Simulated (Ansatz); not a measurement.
Geometry optimisation, RHF/def2-SVP (Ansatz).

Input:

```yaml
crystal:
  periodic: [false, false, false]
  atoms:
    - { symbol: Si, position_ang: [-0.093029, 0.040928, 0.038433] }
    - { symbol: F, position_ang: [-0.214251, 0.008584, 1.634082] }
    - { symbol: H, position_ang: [1.301178, 0.206131, -0.35966] }
    - { symbol: H, position_ang: [-0.897497, 1.208536, -0.367215] }
    - { symbol: O, position_ang: [-0.700967, -1.318248, -0.631092] }
    - { symbol: H, position_ang: [-1.619122, -1.529672, -0.548333] }
    - { symbol: P, position_ang: [1.842892, -2.490536, 1.255875] }
    - { symbol: H, position_ang: [0.519495, -2.969007, 1.243841] }
    - { symbol: H, position_ang: [1.883746, -2.141803, -0.105138] }
    - { symbol: H, position_ang: [1.526355, -1.211415, 1.762407] }
basis:
  gaussian: { orbitals: def2-SVP }
hamiltonian:
  xc: hf
relax:
  f_tol: 0.03
  max_steps: 50
```

Run as:

```bash
$ ansatz run input.yaml --threads 1 --pin off --max-ram 2048MiB --backend cpu --events-out ev --progress --plain --runs-dir out
```

Question: Where does it end, and by what steps?

Answer: The forces met the threshold. The force dipped under the threshold on the way, but the program's further checks kept it going. After 21 steps the energy has fallen by 0.392 eV; H9 moved furthest, 1.34 Å.

| step | energy less start (eV) | largest force component (eV/Å) | accepted |
| --- | --- | --- | --- |
| 0 | 0.0000 | 0.737 | yes |
| 1 | -0.2487 | 0.247 | yes |
| 2 | -0.3372 | 0.171 | yes |
| 3 | -0.3644 | 0.574 | yes |
| 4 | -0.3638 | 0.501 | no |
| 5 | -0.3748 | 0.213 | yes |
| 6 | -0.3804 | 0.051 | yes |
| 7 | -0.3817 | 0.082 | yes |
| 8 | -0.3836 | 0.013 | yes |
| 9 | -0.3845 | 0.128 | yes |
| 10 | -0.3853 | 0.077 | yes |
| 11 | -0.3863 | 0.022 | yes |
| 12 | -0.3844 | 0.309 | no |
| 13 | -0.3874 | 0.084 | yes |
| 14 | -0.3875 | 0.183 | yes |
| 15 | -0.3888 | 0.069 | yes |
| 16 | -0.3898 | 0.036 | yes |
| 17 | -0.3877 | 0.407 | no |
| 18 | -0.3900 | 0.011 | yes |
| 19 | -0.3909 | 0.124 | yes |
| 20 | -0.3904 | 0.271 | no |
| 21 | -0.3922 | 0.024 | yes |

```xyz
10
Properties=species:S:1:pos:R:3
Si -0.416 0.420 -0.203
F -0.194 0.384 1.391
H 0.889 0.568 -0.849
H -1.319 1.552 -0.463
O -1.060 -0.997 -0.698
H -1.928 -1.268 -0.443
P 2.051 -3.105 1.655
H 0.887 -3.245 0.867
H 2.884 -2.713 0.582
H 1.754 -1.794 2.085
```

Whether the end is a true minimum wasn't checked by a vibrational analysis.

Run time: 54 s on 1 thread of Intel(R) Xeon(R) Platinum 8259CL CPU @ 2.50GHz (Skylake/Cascade Lake), on a shared host, peak memory 0.19 GiB.
